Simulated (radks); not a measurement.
The numbers below are computed, except where a source is named.
Ir IV, configuration [Xe] 4f14 5d6. Code: a radial shooting solver on a logarithmic mesh with Libxc functionals. Model: scalar-relativistic Kohn-Sham, BLYP, spin-polarised, spherical densities, point nucleus; open shells are filled with parallel spins first (spin-orbit coupling, left out, can overturn this in heavy ions).

Unscreened Slater integrals over Kohn-Sham orbitals (hartree). They are taken over the spin-up orbitals.

| integral | value |
|---|---|
| F0(5d,5d) | 0.58570 |
| F2(5d,5d) | 0.30681 |
| F4(5d,5d) | 0.20381 |
| F0(5d,5p) | 0.66546 |
| F2(5d,5p) | 0.33025 |
| G1(5d,5p) | 0.39595 |
| G3(5d,5p) | 0.24541 |
| F0(5d,4f) | 0.75414 |
| F2(5d,4f) | 0.17707 |
| F4(5d,4f) | 0.082804 |
| G1(5d,4f) | 0.060537 |
| G3(5d,4f) | 0.055939 |
| G5(5d,4f) | 0.044459 |
| F0(5p,5p) | 0.79814 |
| F2(5p,5p) | 0.43099 |
| F0(5p,4f) | 0.98073 |
| F2(5p,4f) | 0.30748 |
| G2(5p,4f) | 0.12294 |
| G4(5p,4f) | 0.10238 |
| F0(4f,4f) | 1.7116 |
| F2(4f,4f) | 0.84176 |
| F4(4f,4f) | 0.53416 |
| F6(4f,4f) | 0.38606 |

Derived for the open shells (J is the average intra-shell exchange parameter used in DFT+U). 5d: Racah B = F2/49 - 5 F4/441 = 0.003951 hartree, C = 35 F4/441 = 0.01618 hartree, C/B = 4.09, F4/F2 = 0.664, J = (F2 + F4)/14 = 0.03647 hartree.
